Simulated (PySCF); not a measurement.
Compound: C6H5F.
Numbering: `[CH:1]#[C:2][CH:3]([C:4]#[CH:5])[CH2:6][F:7]` (hydrogens: H8 on C1; H9 on C3; H10 on C5; H11, H12 on C6)

Torsions of this conformer, `[CH:1]#[C:2][CH:3]([C:4]#[CH:5])[CH2:6][F:7]`: C2–C3–C6–F7 70°.

The closed-shell ground state was solved at several levels (PySCF, density fitting, gas phase, non-relativistic). The structure is a single GFN2-xTB conformer in the gas phase; no vibrational or solvent corrections.

| level | basis functions | HOMO (eV) | LUMO (eV) | gap (eV) | dipole (D) |
| --- | --- | --- | --- | --- | --- |
| PBE0/def2-SVPD | 183 | -8.07 | 0.35 | 8.42 | 1.49 |
| B3LYP/pcJ-1 | 239 | -7.77 | 0.25 | 8.02 | 1.50 |

Question: Estimate the row for PBE0/pcSseg-1, a basis of 144 functions; the other rows only guide the guess.

Answer: HOMO -8.04 eV, LUMO 0.47 eV, gap 8.51 eV, dipole 1.51 D.

Question: Over all these levels, which gives the widest orbital gap and which the narrowest?

Answer: PBE0/pcSseg-1 (global hybrid, 25 % exact exchange) has the widest, 8.51 eV, and B3LYP/pcJ-1 (global hybrid, 20 % exact exchange) the narrowest, 8.02 eV. Functional and basis both differ between the two, so the spread mixes both effects.

Question: How far do the dipole and the HOMO energy spread over the levels?

Answer: The dipole runs from 1.49 to 1.51 D (mean 1.50 D) and the HOMO from -8.07 to -7.77 eV.
